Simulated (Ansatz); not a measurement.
`N[SiH]([SiH3])O[SiH3]` and `CS[SiH](N)[SiH3]` differ in one atom or group.

Ansatz, PBE0-D4/def2-TZVP geometries, multiplicity 1. Each molecule was computed in one conformer, which needn't be the lowest.

```csv
property,`N[SiH]([SiH3])O[SiH3]`
size of the dipole moment (PBE/def2-TZVPP) / D,1.73
size of the dipole moment (ωB97M-V/def2-TZVPP) / D,1.70
HOMO–LUMO gap (PBE0/def2-TZVPP) / eV,7.54
size of the dipole moment (B3LYP/def2-TZVPP) / D,1.70
HOMO–LUMO gap (ωB97M-V/def2-TZVPP) / eV,11.30
HOMO energy (B3LYP/def2-TZVPP) / eV,-7.48
```

(1) Give the same properties after the change, and the shifts. (An estimate is asked.)

Answers

(1) Ansatz gave: 
```csv
property,`CS[SiH](N)[SiH3]`,shift
size of the dipole moment (PBE/def2-TZVPP) / D,2.14,0.41
size of the dipole moment (ωB97M-V/def2-TZVPP) / D,2.16,0.46
HOMO–LUMO gap (PBE0/def2-TZVPP) / eV,6.79,-0.75
size of the dipole moment (B3LYP/def2-TZVPP) / D,2.13,0.43
HOMO–LUMO gap (ωB97M-V/def2-TZVPP) / eV,10.54,-0.76
HOMO energy (B3LYP/def2-TZVPP) / eV,-6.51,0.97
```

With PBE0 the HOMO rises by 0.96 eV and the LUMO rises by 0.21 eV, so the gap narrows by about 0.75 eV. PBE moves the HOMO by 0.81 eV and ωB97M-V by 0.95 eV. Dipoles are sizes alone; their direction can turn.

B3LYP here is the variant with VWN-RPA as its local correlation; programs differ in this.
